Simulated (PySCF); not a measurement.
## Correlation energy of Au⁶⁸⁺ (gold, charge +68)

[Ne] 3s1, 2S determinant. All numbers are calculated (PySCF 2.14, the spin-free X2C one-electron Hamiltonian (Gaussian nucleus), in an even-tempered Gaussian basis (17 s from 21 bohr⁻², ratio 2.5; 12 p from 27 bohr⁻², ratio 2.5; 4 d from 98 bohr⁻², ratio 2.7; 4 f from 150 bohr⁻², ratio 2.7)). Frozen: 1s2; 9 electrons correlated; the 20 highest virtual orbitals of each spin left out.

| level | correlation energy (mhartree) |
| --- | --- |
| CCSD | -363.78 |
| (T) | -0.05 |
| CCSD(T) | -363.83 |

Diagnostics: T1 = 3.2e-05, D1 = 0.0001, largest double amplitude 0.002.

Is a single reference adequate?

Yes, within this model without spin-orbit coupling: T1 lies below 0.03 and no double amplitude reaches 0.07.

At this charge the one-electron X2C treatment keeps the bare 1/r₁₂, with no two-electron picture change or Breit term. The effect here is smaller than on the frozen 1s shell; and a scalar Hamiltonian misses the large spin-orbit splitting of the p shells, which matters for ns² → np² pairs.
